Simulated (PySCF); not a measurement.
**Dy³⁵⁺: fine-structure interval**

Dy³⁵⁺ [Ar] 3d10 4s2 4p1 [4p1/2^1, M_J = 1/2] → Dy³⁵⁺ [Ar] 3d10 4s2 4p1 [4p3/2^1, M_J = 3/2], as a difference of total energies. Computed with PySCF 2.14 in an even-tempered Gaussian basis (17 s from 3.7 bohr⁻², ratio 2.8; 13 p from 4.8 bohr⁻², ratio 2.8; 8 d from 8.6 bohr⁻², ratio 2.8; 4 f from 21 bohr⁻², ratio 3), with the two-component X2C-1e Hamiltonian. Correlated levels: [Ne] frozen; the 74 highest virtual spinors dropped. "Screened" scales the spin-orbit matrix elements by Boettger's factors to mimic the two-electron term; Breit and QED terms are absent.

| method | fine-structure interval (cm⁻¹) |
| --- | --- |
| GHF (screened spin-orbit) | 431780 |
| GMP2 (screened spin-orbit) | 429670 |
| GHF (bare spin-orbit) | 446370 |
